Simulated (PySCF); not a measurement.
**Manganese: a sound run and one with changed settings**

Sound run: Mn [Ar] 3d5 4s2, Mn⁺ [Ar] 3d5 4s1. All numbers are calculated (PySCF 2.14, scalar relativity by spin-free X2C-1e, in x2c-SVPall (5s3p3d1f, 36 functions)). In the sound run the correlated levels freeze [Ar]. The sound run starts from symmetry-adapted Hartree-Fock orbitals and uses a fine grid where one is needed.

Changed run: initial guess sap, at most 50 SCF cycles.

| species | method | sound run (hartree) | changed run (hartree) | converged |
| --- | --- | --- | --- | --- |
| Mn | UHF | -1157.19092 | -1157.06725 | yes |
| Mn | PBE | -1158.10608 | -1158.10608 | yes |
| Mn | M06-L | -1158.29373 | -1158.29373 | yes |
| Mn⁺ | UHF | -1156.96928 | -1156.96928 | yes |
| Mn⁺ | PBE | -1157.83617 | -1157.83617 | yes |
| Mn⁺ | M06-L | -1158.01051 | -1158.01051 | yes |
| Mn⁺ | MP2 | -1157.01870 | -1157.01870 | yes |

Ionisation energy of Mn:

```csv
method,sound run (eV),changed run (eV)
PBE,7.345,7.345
M06-L,7.707,7.707
```

The plain start fixes occupations by D2h representation alone, and Mn at UHF landed in another state (other ⟨L²⟩ or ⟨S²⟩). 

For comparison, NIST gives 7.434 eV between the lowest levels.
